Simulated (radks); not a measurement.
Valence configurations of Ru III (all share [Kr]). All-electron calculation, scalar-relativistic Kohn-Sham, LDA (Slater exchange, Perdew-Wang correlation), spin-unpolarised, spherical densities, finite nucleus; Fermi nuclear charge, rms radius 4.4809 fm. Program: a radial shooting solver on a logarithmic mesh with Libxc functionals. Energies are relative to 4d6; eigenvalues in eV.

valence      E (eV)    e(4d)    e(5p)    e(5s)
4d6           0.000  -24.378        -        -
4d5.5 5s0.5   2.697  -26.046        -  -20.237
4d5.5 5p0.5   5.654  -26.612  -14.713        -
4d5 5s1       5.824  -27.750        -  -21.040
4d5 5p1      11.931  -28.858  -15.634        -
4d4 5s2      13.511  -31.277        -  -22.579
4d4 5p2      26.578  -33.399  -17.290        -
4d2 5s2 5p2  49.967  -40.744  -19.326  -26.743

NIST lists [Kr] 4d6 as the ground configuration; this level of theory agrees among the configurations tried. The energies are those of spherical spin-averaged densities, not of single terms.
